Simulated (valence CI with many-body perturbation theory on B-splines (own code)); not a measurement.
# E1 transitions of W67+

Level of theory: valence CI with perturbative core correlation (CI+MBPT): five valence electrons over a frozen Dirac-Fock core [He], a basis of 11 s, 11 p, 10 d, 8 f, 5 g, 2 h functions for each j, with the one-electron correlation potential Σ1 (screened to all orders), the two-electron term Σ2, the three-electron term Σ3, Breit, model QED; selected single and double excitations, second order for the rest, scaled by the run's own slope (own B-spline code, finite nucleus).

The last digits are not significant, and no measured levels were compared; by estimate large intervals hold to a few tenths of a per cent, small ones and those within an open d or f shell to about a per cent. Among the levels kept, up to 7500 cm⁻¹ of a level comes from second order outside the variational space, and about a tenth of that is noise between levels of different J, which matters for small intervals.

Lines 1 to 50 of 600 in falling wavelength, among levels below 952.81 Ry, chosen from the strongest by gf and those to the six lowest levels. Wavelengths and rates use the calculated energies. Electric multipoles are in the length gauge, E1 and E2 with the static RPA response of the core. Weak lines are less certain than strong ones. Lines between different terms over intervals too small for the method are left out, as are lines whose strength nearly cancels. The highest levels of a list are the least certain.

Levels are named by their leading jj configuration (3d3/2^4 stands for four electrons in 3d with j = 3/2), which in mixed levels can hold well under half, so a name can repeat and another be missing. Letters in brackets count levels of one name in rising energy.

| λ vac (Å) | Upper | Lower | A (s⁻¹) | S (a.u.) with core polarisation | S without |
| --- | --- | --- | --- | --- | --- |
| 310.3 | (2s^2 2p1/2^2 4f7/2) J=7/2 | (2s^2 2p1/2^2 4d5/2) J=5/2 | 1.57e+09 | 1.85e-01 | 1.85e-01 |
| 181.0 | (2s^2 2p1/2^2 4f5/2) J=5/2 | (2s^2 2p1/2^2 4d3/2) J=3/2 | 7.35e+09 | 1.29e-01 | 1.29e-01 |
| 145.3 | (2s^2 2p1/2^2 4d5/2) J=5/2 | (2s^2 2p1/2^2 4p3/2) J=3/2 | 2.38e+10 | 2.16e-01 | 2.16e-01 |
| 111.5 | (2s 2p1/2 2p3/2^2 3p1/2) J=7/2 | (2s 2p1/2 2p3/2^2 3s) J=7/2 | 5.90e+09 | 3.23e-02 | 3.23e-02 |
| 100.8 | (2s^2 2p3/2^2 3p1/2) J=3/2 | (2s^2 2p3/2^2 3s) J=5/2 | 1.41e+10 | 2.86e-02 | 2.86e-02 |
| 84.97 | (2s^2 2p1/2 2p3/2 3p1/2) J=3/2 [b] | (2s^2 2p1/2 2p3/2 3s) J=5/2 | 1.93e+10 | 2.33e-02 | 2.33e-02 |
| 83.30 | (2s 2p1/2 2p3/2^2 3p1/2) J=5/2 [b] | (2s 2p1/2 2p3/2^2 3s) J=7/2 | 2.24e+10 | 3.84e-02 | 3.84e-02 |
| 62.92 | (2s 2p1/2 2p3/2^2 3d5/2) J=5/2 [f] | (2s 2p1/2 2p3/2^2 3p3/2) J=3/2 [f] | 4.41e+10 | 3.26e-02 | 3.26e-02 |
| 62.87 | (2s^2 2p3/2^2 3d5/2) J=5/2 [a] | (2s^2 2p3/2^2 3p3/2) J=3/2 [a] | 2.88e+10 | 2.12e-02 | 2.12e-02 |
| 62.81 | (2s 2p1/2^2 2p3/2 3d5/2) J=5/2 [a] | (2s 2p1/2^2 2p3/2 3p3/2) J=5/2 [a] | 2.52e+10 | 1.85e-02 | 1.85e-02 |
| 62.59 | (2s 2p1/2 2p3/2^2 3d5/2) J=7/2 [b] | (2s 2p1/2 2p3/2^2 3p3/2) J=5/2 [b] | 3.47e+10 | 3.36e-02 | 3.36e-02 |
| 61.93 | (2s 2p1/2^2 2p3/2 3d5/2) J=9/2 | (2s 2p1/2^2 2p3/2 3p3/2) J=7/2 | 7.51e+10 | 8.80e-02 | 8.80e-02 |
| 61.77 | (2s 2p1/2 2p3/2^2 3d5/2) J=7/2 [e] | (2s 2p1/2 2p3/2^2 3p3/2) J=5/2 [e] | 6.10e+10 | 5.67e-02 | 5.67e-02 |
| 61.39 | (2s 2p1/2 2p3/2^2 3d5/2) J=11/2 | (2s 2p1/2 2p3/2^2 3p3/2) J=9/2 | 7.65e+10 | 1.05e-01 | 1.05e-01 |
| 61.36 | (2s 2p1/2^2 2p3/2 3d5/2) J=3/2 [b] | (2s 2p1/2^2 2p3/2 3p3/2) J=1/2 [b] | 5.25e+10 | 2.40e-02 | 2.40e-02 |
| 61.31 | (2s 2p1/2 2p3/2^2 3d5/2) J=9/2 [a] | (2s 2p1/2 2p3/2^2 3p3/2) J=7/2 [a] | 7.26e+10 | 8.26e-02 | 8.26e-02 |
| 60.80 | (2s 2p1/2 2p3/2^2 3d5/2) J=9/2 [b] | (2s 2p1/2 2p3/2^2 3p3/2) J=7/2 [b] | 5.94e+10 | 6.59e-02 | 6.59e-02 |
| 60.79 | (2s^2 2p1/2 2p3/2 3d5/2) J=7/2 [a] | (2s^2 2p1/2 2p3/2 3p3/2) J=5/2 [a] | 6.48e+10 | 5.74e-02 | 5.74e-02 |
| 60.78 | (2s 2p1/2 2p3/2^2 3d5/2) J=7/2 [a] | (2s 2p1/2 2p3/2^2 3p3/2) J=5/2 [a] | 3.83e+10 | 3.39e-02 | 3.39e-02 |
| 60.78 | (2s 2p1/2^2 2p3/2 3d5/2) J=7/2 [a] | (2s 2p1/2^2 2p3/2 3p3/2) J=5/2 [a] | 6.38e+10 | 5.66e-02 | 5.66e-02 |
| 60.67 | (2s^2 2p3/2^2 3d5/2) J=7/2 | (2s^2 2p3/2^2 3p3/2) J=5/2 | 5.02e+10 | 4.43e-02 | 4.43e-02 |
| 60.57 | (2s 2p1/2 2p3/2^2 3d5/2) J=7/2 [c] | (2s 2p1/2 2p3/2^2 3p3/2) J=5/2 [c] | 6.74e+10 | 5.91e-02 | 5.91e-02 |
| 60.54 | (2s 2p1/2 2p3/2^2 3d5/2) J=5/2 [d] | (2s 2p1/2 2p3/2^2 3p3/2) J=3/2 [d] | 5.38e+10 | 3.53e-02 | 3.53e-02 |
| 60.51 | (2s^2 2p1/2 2p3/2 3d5/2) J=5/2 [b] | (2s^2 2p1/2 2p3/2 3p3/2) J=3/2 [b] | 3.92e+10 | 2.57e-02 | 2.57e-02 |
| 60.46 | (2s 2p1/2^2 2p3/2 3d5/2) J=5/2 [b] | (2s 2p1/2^2 2p3/2 3p3/2) J=3/2 [b] | 6.56e+10 | 4.29e-02 | 4.29e-02 |
| 60.42 | (2s^2 2p1/2 2p3/2 3d5/2) J=7/2 [b] | (2s^2 2p1/2 2p3/2 3p3/2) J=5/2 [b] | 5.94e+10 | 5.17e-02 | 5.17e-02 |
| 60.40 | (2s^2 2p3/2^2 3d5/2) J=9/2 | (2s^2 2p3/2^2 3p3/2) J=7/2 | 6.56e+10 | 7.14e-02 | 7.14e-02 |
| 60.25 | (2s 2p1/2 2p3/2^2 3d5/2) J=9/2 [b] | (2s 2p1/2 2p3/2^2 3p3/2) J=9/2 | 1.69e+10 | 1.82e-02 | 1.82e-02 |
| 60.18 | (2s^2 2p3/2^2 3d5/2) J=5/2 [b] | (2s^2 2p3/2^2 3p3/2) J=3/2 [b] | 6.44e+10 | 4.16e-02 | 4.16e-02 |
| 60.06 | (2s 2p1/2 2p3/2^2 3d5/2) J=7/2 [d] | (2s 2p1/2 2p3/2^2 3p3/2) J=5/2 [d] | 6.27e+10 | 5.36e-02 | 5.36e-02 |
| 59.87 | (2s 2p1/2^2 2p3/2 3d5/2) J=7/2 [b] | (2s 2p1/2^2 2p3/2 3p3/2) J=5/2 [b] | 7.97e+10 | 6.75e-02 | 6.75e-02 |
| 59.61 | (2s 2p1/2 2p3/2^2 3d5/2) J=3/2 [d] | (2s 2p1/2 2p3/2^2 3p3/2) J=1/2 [c] | 5.07e+10 | 2.12e-02 | 2.12e-02 |
| 59.51 | (2s^2 2p1/2 2p3/2 3d5/2) J=9/2 | (2s^2 2p1/2 2p3/2 3p3/2) J=7/2 | 7.84e+10 | 8.15e-02 | 8.15e-02 |
| 59.41 | (2s 2p1/2 2p3/2^2 3d5/2) J=5/2 [c] | (2s 2p1/2 2p3/2^2 3p3/2) J=3/2 [c] | 7.65e+10 | 4.75e-02 | 4.75e-02 |
| 59.34 | (2s^2 2p1/2^2 3d5/2) J=5/2 | (2s^2 2p1/2^2 3p3/2) J=3/2 | 7.99e+10 | 4.95e-02 | 4.95e-02 |
| 59.18 | (2s 2p1/2 2p3/2^2 3d5/2) J=9/2 [c] | (2s 2p1/2 2p3/2^2 3p3/2) J=7/2 [c] | 8.17e+10 | 8.36e-02 | 8.36e-02 |
| 59.01 | (2s 2p1/2 2p3/2^2 3d5/2) J=5/2 [b] | (2s 2p1/2 2p3/2^2 3p3/2) J=5/2 [b] | 3.83e+10 | 2.33e-02 | 2.33e-02 |
| 58.73 | (2s^2 2p1/2^2 4d3/2) J=3/2 | (2s^2 2p1/2^2 4p1/2) J=1/2 | 2.93e+11 | 1.17e-01 | 1.17e-01 |
| 58.59 | (2s 2p1/2 2p3/2^2 3d5/2) J=5/2 [e] | (2s 2p1/2 2p3/2^2 3p3/2) J=3/2 [e] | 5.95e+10 | 3.54e-02 | 3.54e-02 |
| 57.48 | (2s 2p1/2^2 2p3/2 3d5/2) J=5/2 [a] | (2s 2p1/2^2 2p3/2 3p3/2) J=3/2 [a] | 5.35e+10 | 3.01e-02 | 3.01e-02 |
| 57.33 | (2s^2 2p1/2 2p3/2 3d5/2) J=5/2 [a] | (2s^2 2p1/2 2p3/2 3p3/2) J=3/2 [a] | 5.88e+10 | 3.28e-02 | 3.28e-02 |
| 56.75 | (2s^2 2p1/2 2p3/2 3d5/2) J=3/2 [a] | (2s^2 2p1/2 2p3/2 3p3/2) J=1/2 [a] | 4.98e+10 | 1.80e-02 | 1.80e-02 |
| 56.69 | (2s^2 2p1/2^2 4p3/2) J=3/2 | (2s^2 2p1/2^2 4s) J=1/2 | 3.84e+11 | 1.38e-01 | 1.38e-01 |
| 53.96 | (2s 2p1/2 2p3/2^2 3d5/2) J=3/2 [c] | (2s 2p1/2 2p3/2^2 3p3/2) J=1/2 [b] | 5.40e+10 | 1.68e-02 | 1.68e-02 |
| 52.99 | (2s 2p1/2^2 2p3/2 3d5/2) J=3/2 [a] | (2s 2p1/2^2 2p3/2 3p3/2) J=3/2 [a] | 5.27e+10 | 1.55e-02 | 1.55e-02 |
| 52.14 | (2s 2p1/2 2p3/2^2 3d5/2) J=7/2 [b] | (2s 2p1/2 2p3/2^2 3p3/2) J=7/2 [b] | 4.36e+10 | 2.44e-02 | 2.44e-02 |
| 49.91 | (2s^2 2p3/2^2 3d5/2) J=5/2 [a] | (2s^2 2p3/2^2 3p3/2) J=5/2 | 4.50e+10 | 1.66e-02 | 1.66e-02 |
| 43.96 | (2s 2p1/2 2p3/2^2 3p3/2) J=9/2 | (2s^2 2p3/2^2 3p3/2) J=7/2 | 5.07e+10 | 2.13e-02 | 2.13e-02 |
| 40.36 | (2s 2p1/2^2 2p3/2 3p3/2) J=7/2 | (2s^2 2p1/2 2p3/2 3p3/2) J=5/2 [a] | 6.16e+10 | 1.60e-02 | 1.60e-02 |
| 38.35 | (2s 2p1/2^2 2p3/2^2) J=5/2 | (2s^2 2p1/2 2p3/2^2) J=5/2 | 2.02e+10 | 3.38e-03 | 3.38e-03 |
